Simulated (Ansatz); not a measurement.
Reaction (formal hydrolysis of a C–C bond): `CC(F)OCCF` + H₂O → `CC(F)OCO` + `CF`

Isolated molecules relaxed with PBE0-D4/def2-TZVP in Ansatz; ΔE leaves out vibrations. CCSD(T)/CBS adds triple-zeta CCSD(T) − MP2 to the extrapolated MP2 energy (def2 sets, frozen cores). This one scheme is used for every species. Functionals use def2-TZVPP. B3LYP here is the variant with VWN-RPA as its local correlation; programs differ in this. Each species was taken in one conformer, which may not be the lowest.

Task: Is it downhill or uphill in electronic energy at CCSD(T)/CBS, and by how much? (Estimate.)

Result: The calculation gave: Uphill: ΔE = +30.1 kJ/mol.

Task: What do these levels give: PBE-D4, B3LYP-D4, ωB97M-V, PBE, r2SCAN, B3LYP, HF/def2-TZVPP, MP2/def2-TZVPP, SCS-MP2/def2-TZVPP, CCSD/def2-TZVPP, SCS-MP2/def2-QZVPP, CCSD/CBS(def2)? (Estimate.)

Result: Ansatz gave: PBE-D4 22.0, B3LYP-D4 21.2, ωB97M-V 24.3, PBE 19.4, r2SCAN 20.9, B3LYP 17.1, HF/def2-TZVPP 14.1, MP2/def2-TZVPP 28.7, SCS-MP2/def2-TZVPP 24.3, CCSD/def2-TZVPP 25.0, SCS-MP2/def2-QZVPP 27.0, CCSD/CBS(def2) 29.5 kJ/mol.

Largest T1 diagnostic among the species: 0.011.

The D4 term adds +4.0 kJ/mol with B3LYP and +2.4 kJ/mol with PBE0; it sums over pairs of atoms, weighted by their polarisabilities, and B3LYP, whose exchange is more repulsive, gets the larger term. In def2-TZVPP, CCSD(T) changes the Hartree–Fock value by +11.5 kJ/mol (the triples alone add +0.6 kJ/mol) and MP2 by +14.5 kJ/mol.
